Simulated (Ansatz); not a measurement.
Reaction (hydrogenolysis of the Si–Br bond): `O=CO[SiH](F)Br` + H₂ → `O=CO[SiH2]F` + HBr

Program: Ansatz. Geometries: PBE0-D4/def2-TZVP. ΔE: electronic, gas phase. CCSD(T)/CBS adds triple-zeta CCSD(T) − MP2 to the extrapolated MP2 energy (def2 sets, frozen cores). This one scheme is used for every species. DFT in def2-TZVPP. B3LYP here is the variant with VWN-RPA as its local correlation; programs differ in this. For Br outer-core shells are correlated without core-valence functions, which leaves a few kJ/mol of doubt a bond. Scalar relativity is left out up to krypton. Each species was taken in one conformer, which may not be the lowest.

Task: Is it downhill or uphill in electronic energy at CCSD(T)/CBS, and by how much? (Estimate.)

Result: The calculation gave: Uphill: ΔE = +18.9 kcal/mol.

Task: What do these levels give: r2SCAN-D4, B3LYP-D4, ωB97X-V, B3LYP, HF/def2-TZVPP, MP2/def2-TZVPP, SCS-MP2/def2-TZVPP, CCSD/def2-TZVPP, HF/def2-QZVPP, MP2/def2-QZVPP, MP2/CBS(def2), CCSD/CBS(def2)? (Estimate.)

Result: Computed: r2SCAN-D4 19.9, B3LYP-D4 17.9, ωB97X-V 17.7, B3LYP 15.3, HF/def2-TZVPP 13.7, MP2/def2-TZVPP 19.4, SCS-MP2/def2-TZVPP 17.4, CCSD/def2-TZVPP 16.1, HF/def2-QZVPP 13.7, MP2/def2-QZVPP 20.4, MP2/CBS(def2) 21.2, CCSD/CBS(def2) 17.9 kcal/mol.

Largest T1 diagnostic among the species: 0.015.

The D4 term adds +2.6 kcal/mol with B3LYP and +1.4 kcal/mol with PBE0; it sums over pairs of atoms, weighted by their polarisabilities, and B3LYP, whose exchange is more repulsive, gets the larger term. In def2-TZVPP, CCSD(T) changes the Hartree–Fock value by +3.4 kcal/mol (the triples alone add +1.0 kcal/mol) and MP2 by +5.7 kcal/mol.
